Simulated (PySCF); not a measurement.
Run record for `C=Cc1ccn(C)n1`: PBE0/def2-SVPD, IEF-PCM methanol, energy threshold 1e-07 Eh, full TDDFT, 3 singlets.

Method: TDDFT PBE0/def2-SVPD, vertical, IEF-PCM methanol (non-equilibrium linear response), core orbitals frozen in the response (PySCF 2.14.0, density-fitted response routines). Geometry: GFN2-xTB. The input is one job of a driver script: a line of settings, then coordinates in Å.

Command:
```bash
OMP_NUM_THREADS=1 python probes_run.py task.json out
```

Input:
```
{"job": {"kind": "uv", "xc": "PBE0", "basis": "def2-SVPD", "solvent": "methanol", "nstates": 3, "ntriplets": 2, "tda": false, "scf": {"conv": 1e-07}}, "charge": 0, "multiplicity": 1}
C      2.891838     0.765260     0.085451
C      2.199000    -0.365947     0.047785
C      0.756862    -0.437825     0.127482
C     -0.034980    -1.607505     0.100762
C     -1.328083    -1.159656     0.204944
N     -1.270643     0.186931     0.285092
C     -2.367324     1.101047     0.415917
N     -0.024575     0.633398     0.240899
H      2.388729     1.711508     0.181083
H      3.966526     0.778297     0.023393
H      2.697392    -1.322351    -0.047736
H      0.305949    -2.619308     0.016819
H     -2.262345    -1.684580     0.225990
H     -2.885680     0.951446     1.365855
H     -1.961204     2.109744     0.383498
H     -3.079061     0.968487    -0.401162
```

Problem. What does the run print?

Solution. 
```
final grid: 132208 points
cycle   1  E = -342.2425027676  dE =  1.389e+00  |g| = 4.397e-01  |ddm| = 7.855e+00
cycle   2  E = -342.2047783639  dE =  3.772e-02  |g| = 6.225e-01  |ddm| = 2.078e+00
cycle   3  E = -342.2903390465  dE = -8.556e-02  |g| = 9.602e-02  |ddm| = 9.073e-01
cycle   4  E = -342.2922759239  dE = -1.937e-03  |g| = 3.406e-02  |ddm| = 2.203e-01
cycle   5  E = -342.2925136529  dE = -2.377e-04  |g| = 1.286e-02  |ddm| = 8.520e-02
cycle   6  E = -342.2925509972  dE = -3.734e-05  |g| = 2.626e-03  |ddm| = 2.670e-02
cycle   7  E = -342.2925525431  dE = -1.546e-06  |g| = 8.828e-04  |ddm| = 1.002e-02
cycle   8  E = -342.2925527221  dE = -1.790e-07  |g| = 2.468e-04  |ddm| = 2.305e-03
cycle   9  E = -342.2925527355  dE = -1.337e-08  |g| = 1.084e-04  |ddm| = 8.332e-04
converged SCF energy = -342.2925527355

Static polarisability (au): isotropic 119.828, principal 74.948 121.262 163.273

Singlet excitations
state   eV       nm        f      main configurations
  1   5.1515    240.7   0.44500   H->L 0.97
  2   5.6501    219.4   0.00997   H-1->L 0.84, H->L+1 0.14
  3   6.1846    200.5   0.00276   H-2->L 0.97

Triplet excitations (Tamm-Dancoff, eV): 3.3541 4.6505
```

H and L stand for HOMO and LUMO; the number after each pair is its weight.

Problem. How does the lowest singlet excitation compare with the HOMO–LUMO gap?

Solution. HOMO -6.51 eV and LUMO -0.72 eV give a gap of 5.79 eV; S1 at 5.15 eV lies 0.64 eV below it.

Problem. Which computed singlet has the largest oscillator strength, and what do all of them sum to?

Solution. State 1 at 5.15 eV (241 nm), f = 0.445; the 3 states sum to 0.458.

In short: SCF converged in 9 cycles with 224 basis and 804 fitting functions; HOMO -6.51 eV, LUMO -0.72 eV; lowest singlet 5.15 eV; lowest triplet 3.35 eV (Tamm–Dancoff); mean polarisability 119.8 au.

The species at its GFN2-xTB geometry (one conformer only).

Hardware: Arm Neoverse V1, one thread, no GPU, on a shared host. Cost: 32 s wall, 1.1 GiB resident at most.

Conformer computed: `[CH2:1]=[CH:2][c:3]1[cH:4][cH:5][n:6]([CH3:7])[n:8]1`: C1–C2–C3–C4 180°.
